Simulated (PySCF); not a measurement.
Vertical excitations of a molecule C3H10BN from PySCF 2.14.0 with TDA-CAM-B3LYP/def2-SVPD, as energy in eV (oscillator strength): 6.63 (0.000), 7.81 (0.018), 7.83 (0.001), 7.91 (0.005), 7.92 (0.045), 8.08 (0.384), 8.95 (0.002), 8.96 (0.011), 9.08 (0.051), 9.12 (0.015). Lowest triplet (TDA): 6.22 eV. Geometry: B3LYP-D3(BJ)/def2-SVP. One conformer was computed; it need not be the lowest.

Q: Identify the compound among the candidates.
(A) BNC(C)C
(B) CCB(C)N
(C) CNB(C)C
(D) BN(C)CC

A: C, CNB(C)C
